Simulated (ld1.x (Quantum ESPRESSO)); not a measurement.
## Before and after: TM potential for Eu (Z = 63)

* Element: europium
* Generator: ld1.x (Quantum ESPRESSO) 7.5
* Type: norm-conserving Troullier–Martins (Kleinman–Bylander form)
* Functional: LDA (PZ)
* Relativity: fully relativistic
* Frozen core: [Xe] 4f6
* Valence charge: 3
* Reference configuration: 5d1 6s1 6p0 (charge +1)
* Partial waves: 6s (bound): rc 3.00 bohr; 5d (bound): rc 2.40 bohr; 5f channel at -0.1 Ry: rc 3.75 bohr; 6p (bound, empty): rc 3.70 bohr
* Local potential: the p channel
* Core correction: none

Open shells are filled in proportion to 2j + 1 (rel_dist='average').

Change: wave 6p (bound): rc 3.70 bohr becomes 6p (bound): rc 2.76 bohr.

Cutoffs: the cutoffs (Ry, on a coarse ladder) from which the occupation-weighted sum of valence levels, in a spherical-Bessel basis at the reference potential, stays within 10 and 1 mRy of its value at 400 Ry; they do not see the model core or the augmentation charge, which bear on the density cutoff. Errors are all-electron minus pseudo energies relative to the spin-unpolarised reference configuration.

What does the change do?

The potential gets neither clearly harder nor softer (15 Ry and 18 Ry → 15 Ry and 18 Ry); a bound ghost appears in p, s, which as a rule spoils a file; of the 7 tests that both files solve, the error grows in 2 and shrinks in 1 by more than 15 % and 0.3 meV (median size 19.1 → 21.1 meV); the range in which the f7/2 phases agree narrows (upper end 2.0 → 0.3).

| quantity | base | changed |
| --- | --- | --- |
| cutoff, loose | 15 Ry | 15 Ry |
| cutoff, tight | 18 Ry | 18 Ry |
| bound ghosts | none | s, p1/2 (extra level of the local part), p3/2 (extra level of the local part) |
| error for 5d1 6s2 6p0, meV [ΔE -6.76 eV] | +25 | +21 |
| error for 5d1 6s0 6p0, meV [ΔE 12.21 eV] | +69 | +74 |
| error for 5d1 6s1.5 6p0, meV [ΔE -4.03 eV] | +7.7 | +6.9 |
| error for 5d1 6s0 6p2, meV [ΔE -0.84 eV] | -14 | -49 |
| error for 5d1.5 6s1.5 6p0, meV [ΔE -6.00 eV] | +19 | +17 |
| error for 5d1 6s1 6p1, meV [ΔE -3.89 eV] | -2.3 | -18 |
| error for 5d0 6s2 6p1, meV [ΔE -4.74 eV] | +181 | +168 |
| s: phases at 4.06 bohr within 0.05 rad from the reference energy up to (Ry; the scan ends near 5) | 0.1 | 0.9 |
| p1/2: phases at 4.06 bohr within 0.05 rad from the reference energy up to (Ry; the scan ends near 5) | n/a | n/a |
| p3/2: phases at 4.06 bohr within 0.05 rad from the reference energy up to (Ry; the scan ends near 5) | n/a | n/a |
| d3/2: phases at 4.06 bohr within 0.05 rad from the reference energy up to (Ry; the scan ends near 5) | -0.1 | 0.1 |
| d5/2: phases at 4.06 bohr within 0.05 rad from the reference energy up to (Ry; the scan ends near 5) | -0.0 | 0.1 |
| f5/2: phases at 4.06 bohr within 0.05 rad from the reference energy up to (Ry; the scan ends near 5) | 1.9 | 1.7 |
| f7/2: phases at 4.06 bohr within 0.05 rad from the reference energy up to (Ry; the scan ends near 5) | 2.0 | 0.3 |

 A true bound ghost makes a file unfit for plane-wave use even where its test errors are small: the radial tests pick states by their node count and pass the ghost by.
